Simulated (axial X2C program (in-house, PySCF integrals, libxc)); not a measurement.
Results of a calculation; reference values are marked as such.
LiOs: input and output

Program: an in-house all-electron X2C program for linear molecules (integrals from PySCF).

Input file and command:
```json
{
 "zs": [
  76,
  3
 ],
 "q": 0,
 "bas": [
  "dyall-v3z",
  "dyall-v3z"
 ],
 "levels": [
  "PBE0",
  "HF",
  "TPSS",
  "BP86"
 ],
 "cc": false,
 "r0": 2.62,
 "npts": 10,
 "nst": 2,
 "ntry": 6
}
```
```bash
python so2c.py task.json out
```

Keys: zs atomic numbers; q charge; bas basis sets; levels methods; cc coupled cluster on or off; r0 starting distance in Å; npts points on the curve; nst determinants followed; ntry starts of the search. HF also brings MP2.

Output of the PBE0 step, two-component, at R = 2.348 Å for the state Ω = 3/2. It starts from the PBE0 orbitals of the search at 2.348 Å.

```
two-component X2C + atomic mean field  PBE0
basis functions 201  fitting functions 1067  grid points 5088
iter        total energy     max residual
   1     -17262.925963520     5.81e-06
   2     -17262.925963528     5.16e-06
   3     -17262.925963531     3.22e-06
   4     -17262.925963535     2.00e-06
   5     -17262.925963537     1.25e-06
converged
one-electron -23767.06036566  Coulomb 6814.62806219  exact exchange -85.26845958  xc functional -261.21135082  nuclear repulsion 51.38518062  atomic mean-field constant -15.39903028
```
Energies are in hartree; totals compare only within one Hamiltonian and basis.
